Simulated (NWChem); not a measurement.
Molecule: SiNH4, doublet; SMILES [SiH3][NH]

Computed with NWChem. Pople sets run with spherical d functions. Spin-unrestricted. All runs use the structure optimised with B3LYP/6-31G* (spherical d), spin-unrestricted. No stability test was run on the SCF state. Level TPSS/6-31G*: energy and gradient; each run changes one setting, and changes count from the defaults (medium grid, exact Coulomb integrals, symmetry on).

### Question
Which setting moves the energy most, and by about how much (coarse grid; extra-fine grid; Coulomb fitting, Ahlrichs set; defaults)?

### Answer
Coulomb fitting, Ahlrichs set, by about 200 μHa.
```tsv
setting	size of the energy change (μHa)	largest change of a gradient component (μHa/bohr)
defaults	< 10	< 30
coarse grid	50	300
extra-fine grid	< 10	100
Coulomb fitting, Ahlrichs set	200	80
```
